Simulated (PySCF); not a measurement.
**Electronic structure of Dy⁺ (dysprosium, charge +1) at the PW91 level**

Configuration: [Xe] 4f9 6s1 6p1, one real determinant (an excited configuration). All numbers are calculated (PySCF 2.14, scalar relativity by spin-free X2C-1e, in x2c-TZVPPall with one added diffuse shell each of s, p, d, f type (12s8p8d5f2g, 129 functions)).

```
Total energy                                                  : -12157.61 hartree
One-electron energy                                           : -16607.79 hartree
Hartree (Coulomb) energy                                      : 4718.01 hartree
Exchange-correlation energy                                   : -267.83 hartree
⟨S²⟩                                                          : 15.7518
⟨L²⟩                                                          : 26.056
Sum of ⟨r⟩                                                    : 41.61 bohr
Sum of ⟨r²⟩                                                   : 67.65 bohr²
Traceless quadrupole moment −½Σ⟨3z² − r²⟩ along its main axis : -7.91 e·bohr²
Langevin diamagnetic susceptibility                           : -53.6 ×10⁻⁶ cm³/mol
Time after the integrals                                      : of the order of 7 core-seconds
```

| shell | electrons | mean orbital energy (eV) | spread (eV) | rms radius, mean of both spins (bohr) |
| --- | --- | --- | --- | --- |
| 1s α | 1 | -53533.9 | 0 | 0.0240 |
| 1s β | 1 | -53533.9 | 0 | 0.0240 |
| 2s α | 1 | -8929.7 | 0 | 0.0971 |
| 2s β | 1 | -8929.7 | 0 | 0.0971 |
| 2p α | 3 | -7942.6 | 0.268 | 0.0874 |
| 2p β | 3 | -7942.5 | 0.258 | 0.0874 |
| 3s α | 1 | -2002.9 | 0 | 0.251 |
| 3s β | 1 | -2000.8 | 0 | 0.251 |
| 3p α | 3 | -1698.5 | 1.518 | 0.251 |
| 3p β | 3 | -1696.4 | 1.153 | 0.251 |
| 3d α | 5 | -1298.5 | 1.427 | 0.230 |
| 3d β | 5 | -1296.9 | 0.985 | 0.230 |
| 4s α | 1 | -411.63 | 0 | 0.563 |
| 4s β | 1 | -406.99 | 0 | 0.563 |
| 4p α | 3 | -310.88 | 2.366 | 0.598 |
| 4p β | 3 | -306.29 | 1.538 | 0.598 |
| 4d α | 5 | -171.63 | 2.586 | 0.655 |
| 4d β | 5 | -167.11 | 1.409 | 0.655 |
| 5s α | 1 | -63.715 | 0 | 1.36 |
| 5s β | 1 | -61.383 | 0 | 1.36 |
| 5p α | 3 | -39.155 | 0.833 | 1.59 |
| 5p β | 3 | -37.355 | 0.477 | 1.59 |
| 4f α | 7 | -20.909 | 2.472 | 0.922 |
| 4f β | 2 | -17.386 | 0.451 | 0.922 |
| 6s α | 1 | -11.640 | 0 | 3.63 |
| 6p α | 1 | -7.673 | 0 | 4.45 |

⟨L²⟩ = 26.06 against 42 for a pure I term, so this real determinant mixes terms. Spin-orbit coupling, absent here, splits the open shell strongly.

Densities and radii are taken from the X2C orbitals without a picture-change correction, which distorts them close to the nucleus.
